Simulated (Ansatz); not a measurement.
This geometry of BrCl2In + H2 (6 atoms, charge 0, multiplicity 1) is a first-order saddle point.

These are results of RKS PBE0-D4/def2-SVP in Ansatz, not measurements.

```xyz
6
Properties=species:S:1:pos:R:3
In -0.326 -0.011 -0.550
Br 0.615 -0.988 1.873
Cl 0.647 -1.162 -2.320
Cl -2.604 0.441 -0.417
H 0.892 0.481 1.123
H 0.777 1.239 0.292
```

Task: Which two structures does it join? (They come from a converged band through this point; their orientation in space is the band's.)

Result: Bonds broken: H5–H6. Bonds formed: In1–H6, Br2–H5. BrCl2In + H2 becomes BrCl2H2In.

Initial state:

```xyz
6
Properties=species:S:1:pos:R:3
In -0.449 -0.657 -0.245
Br 0.217 -1.788 1.832
Cl 0.746 -1.001 -2.210
Cl -2.406 0.595 -0.344
H 1.085 1.217 0.774
H 0.808 1.635 0.194
```

Final state:

```xyz
6
Properties=species:S:1:pos:R:3
In -0.324 0.371 -0.823
Br 0.516 -1.015 1.757
Cl 0.492 -1.313 -2.242
Cl -2.621 0.125 -0.399
H 1.387 0.036 2.175
H 0.550 1.795 -0.468
```

Task: How far does it lie above each of them?

Result: 1.33 eV above the first and 0.61 eV above the second. This is the barrier of this one path; another mechanism may lie lower. The orbitals stay closed-shell, which can raise the energy where a bond breaks towards radicals; this wasn't checked here.

Time of the run: 2.7 min on 2 threads of Intel(R) Xeon(R) 6975P-C (Granite Rapids), with other jobs on the host, peak memory 0.29 GiB.
